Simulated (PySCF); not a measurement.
```xyz
4
charge -1 multiplicity 1, angstrom
I     0.0000    0.0000    0.0000
S     2.4155    0.0000    0.0000
S    -1.2077    2.0918    0.0000
S    -1.2077   -2.0919    0.0000
```

These are results of PySCF, B3LYP, basis I def2-SVPD with ECP28, S def2-SVPD (scalar-relativistic core potentials, no spin–orbit coupling, density fitting), not measurements.

This geometry of [IS3]- is a stationary point at this level.

(1) What is the point group?

(2) Is it a minimum?

(3) List the harmonic modes with their infrared intensities.

(4) What are the dipole moment and the gap between the highest occupied and lowest empty levels?

Answers

(1) D3h.

(2) No: it has 1 imaginary mode, at 514i cm⁻¹ (a2'').

(3) 
```csv
symmetry,ω (cm⁻¹),"IR (km/mol, summed over degenerate members)",type
a2'',514i,–,bend
e',105,6.8,bend
a1',293,0.0,stretch
e',309,59.7,stretch
```

(4) 0.00 D about the centre of mass and 0.82 eV.

Other isomers or separated fragments may lie lower. At this level a singlet minimum of C3v symmetry lies 116 kJ/mol below this structure. The small gap makes a closed-shell description doubtful.
